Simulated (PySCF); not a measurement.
Chain-length series, n-germane methyl/methyl (end groups after the name). Gas-phase values, no solvent. One relaxed conformer stands for each flexible species; it need not be the lowest. Strings in code marks are SMILES.

The numbers are results of PBE-D3(BJ)/def2-TZVP // PBE0-D3(BJ)/def2-SVP (PySCF), not measurements. Excitations are Tamm–Dancoff values on a coarser integration grid. The basis has no diffuse functions, so Rydberg states are missing or too high.

```csv
species,LUMO (eV),brightest of the four lowest singlets (TDA) (eV),S1 oscillator strength,S1–T1 gap (TDA) (eV),HOMO (eV)
n = 1 (`[CH3][GeH2][CH3]`),–,8.05,0.026,0.23,-7.28
n = 2 (`[CH3][GeH2][GeH2][CH3]` (C–Ge–Ge–C torsion 179°)),-0.46,–,0.031,0.55,-6.51
"n = 3 (`[CH3][GeH2][GeH2][GeH2][CH3]` (C–Ge–Ge–Ge torsion 180°, Ge–Ge–Ge–C torsion 180°))",-0.56,6.28,0.036,0.70,-6.35
n = 4 (`[CH3][GeH2][GeH2][GeH2][GeH2][CH3]`),-0.94,5.80,0.664,0.81,-6.18
n = 5 (`[CH3][GeH2][GeH2][GeH2][GeH2][GeH2][CH3]`),-1.23,5.41,1.05,0.78,-6.06
n = 6 (`[GeH2]([GeH2][GeH2][GeH2][GeH2][CH3])[GeH2][CH3]`),-1.42,5.14,1.89,0.76,-5.98
```
